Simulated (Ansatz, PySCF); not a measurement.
Gas-phase reaction in SMILES: CB([O-])O → [CH2-]B(O)O
Structures are relaxed separately at B3LYP-D3(BJ)/def2-TZVP in Ansatz (an electronic-structure program), one conformer each, not searched for the lowest.

Quantity: isomerisation energy (enthalpy at 298 K, with B3LYP-D3(BJ) rigid-rotor harmonic-oscillator terms from PySCF), in kcal/mol. Correlated levels leave the core frozen unless marked. No spin-orbit coupling. No relativistic terms. Anions need diffuse functions: aug- sets have them; def2-D sets add few; the other sets have none. Basis-set limits of correlation are two-point, X^-3; Hartree-Fock from the larger set.

```tsv
level	program	isomerisation energy (kcal/mol)
PBE-D3(BJ)/def2-TZVPD	Ansatz + dftd3	26.3
revPBE/def2-TZVPD	Ansatz	___
r2SCAN-D4/def2-TZVPD	Ansatz + dftd4	25.5
B3LYP-D3(BJ)/def2-TZVPD	Ansatz + dftd3	26.3
PBE0/STO-3G	Ansatz	34.6
PBE0/6-31G*	Ansatz	___
PBE0/def2-TZVP	Ansatz	26.1
PBE0/def2-TZVPD	Ansatz	24.9
CAM-B3LYP/def2-TZVPD	Ansatz	26.3
B2GP-PLYP-D4/def2-TZVPD	Ansatz + dftd4	26.4
B2PLYP/def2-TZVPD	Ansatz	26.7
CCSD/STO-3G	Ansatz	38.4
CCSD/cc-pwCVTZ	Ansatz	___
CCSD(T)/CBS(aug-cc-pVTZ,aug-cc-pVQZ)	Ansatz	24.4
```

Q: Some entries are withheld; supply them.

A: 
- revPBE/def2-TZVPD, isomerisation energy (kcal/mol): 27.1
- PBE0/6-31G*, isomerisation energy (kcal/mol): 34.8
- CCSD/cc-pwCVTZ, isomerisation energy (kcal/mol): 26.8
